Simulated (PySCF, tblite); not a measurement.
C6H10OSSi.
Z-matrix (Å and degrees, GFN2-xTB geometry), rows numbered from 1:
```
C 
C   1  1.5281
C   2  1.5239  1  111.09
C   2  1.4809  1  111.21  3  -125.05
O   4  1.2067  2  125.65  1   -32.58
Si  2  1.9425  1  109.36  3   121.02
C   6  1.8771  2  105.77  1    63.03
C   7  1.2913  6  122.45  2  -161.66
S   8  1.5561  7  175.83  6     6.85
H   1  1.0899  2  109.89  3    55.72
H   1  1.0870  2  110.63  3   174.90
H   1  1.0876  2  111.03  3   -64.11
H   3  1.0898  2  110.41  1   -58.05
H   3  1.0875  2  110.58  1    61.46
H   3  1.0879  2  111.15  1  -178.23
H   4  1.1094  2  113.97  1   151.06
H   6  1.4653  2  106.61  1   -57.29
H   6  1.4687  2  109.26  1  -175.94
H   7  1.0805  6  116.02  2    20.59
```

Theory: PBE0/pcSseg-1 in PySCF (dipole) on a GFN2-xTB geometry, gas phase.

Take the most abundant isotopes and a rigid rotor. The values belong to one conformer with, in the numbering `[CH3:1][C:2]([CH3:3])([CH:4]=[O:5])[SiH2:6][CH:7]=[C:8]=[S:9]`, C1–C2–C4–O5 -33°, C1–C2–Si6–C7 63°, C2–Si6–C7–C8 -162°.

Question: Give the principal moments of inertia and the rotational constants in MHz.

Answer: Ia = 212.48, Ib = 951.88, Ic = 1034.49 u·Å²; 505379 MHz·u·Å²/I gives A = 2378, B = 530.9, C = 488.5 MHz.

Question: Classify the top.

Answer: A near-prolate asymmetric top: κ = (2 × 530.9 − 2378 − 488.5)/(2378 − 488.5) = -0.96.

Question: Is it planar, by Δ = Ic − Ia − Ib?

Answer: Not planar: Δ = Ic − Ia − Ib = -129.87 u·Å². For a rigid frame Δ = −2 Σ m c², so Σ m c² = 64.94 u·Å² lies off the ab plane: 20.43 from hydrogen and 44.51 from heavier atoms. The atom farthest from that plane is 2.17 Å away.

Question: Where do the levels up to J = 3 lie, in K?

Answer: Above 0(0,0), as E/k:
J = 1: 1(0,1) 0.049, 1(1,1) 0.138, 1(1,0) 0.140
J = 2: 2(0,2) 0.147, 2(1,2) 0.233, 2(1,1) 0.240, 2(2,1) 0.506, 2(2,0) 0.506
J = 3: 3(0,3) 0.293, 3(1,3) 0.377, 3(1,2) 0.389, 3(2,2) 0.652, 3(2,1) 0.652, 3(3,1) 1.101, 3(3,0) 1.101
Those of J = 1 are B + C, A + C and A + B.

Question: Which types of transition are allowed, and where do some lines up to J = 2 fall?

Answer: The dipole components are |μa| = 2.03 D, |μb| = 2.46 D, |μc| = 0.17 D. Intensities carry the squares of the components, which stand as 0.68 : 1.00 : 0.00 (a : b : c). Some lines, for components of 0.1 D or more:

```tsv
type	branch	J(Ka,Kc)	MHz	lower level (cm⁻¹)
a	R	1(0,1) ← 0(0,0)	1019	0.000
c	Q	2(1,2) ← 2(0,2)	1806	0.102
c	Q	1(1,1) ← 1(0,1)	1848	0.034
b	Q	1(1,0) ← 1(0,1)	1890	0.034
b	Q	2(1,1) ← 2(0,2)	1933	0.102
a	R	2(0,2) ← 1(0,1)	2038	0.034
a	R	2(1,1) ← 1(1,0)	2081	0.097
b	R	1(1,1) ← 0(0,0)	2867	0.000
c	R	1(1,0) ← 0(0,0)	2909	0.000
b	R	2(1,2) ← 1(0,1)	3844	0.034
c	R	2(1,1) ← 1(0,1)	3971	0.034
c	Q	2(2,1) ← 2(1,1)	5543	0.166
b	Q	2(2,0) ← 2(1,1)	5543	0.166
b	Q	2(2,1) ← 2(1,2)	5670	0.162
b	R	2(2,1) ← 1(1,0)	7624	0.097
c	R	2(2,1) ← 1(1,1)	7666	0.096
b	R	2(2,0) ← 1(1,1)	7667	0.096
```

Question: Estimate the classical rotational partition function at 100 K, 298.15 K and 500 K.

Answer: Point group C1, symmetry number σ = 1; q = (√π/σ)·√((kT/h)³/(ABC)), k/h = 20836.6 MHz/K: 215000 at 100 K, 1100000 at 298.15 K, 2400000 at 500 K.

Its GFN2-xTB frequencies are all real (lowest 28 cm⁻¹). Constants of a rigid frame at the computed geometry: no zero-point averaging, no centrifugal distortion. A rigid rotor knows nothing of internal rotation, which can split or shift real lines.

On one thread of an Arm Neoverse V1, shared host with 32 logical CPUs at a one-minute load of 28, this took 58 s wall and 1.0 GiB of memory at its peak. This is the PBE0/pcSseg-1 job that gave the dipole, with the shieldings it also computed.
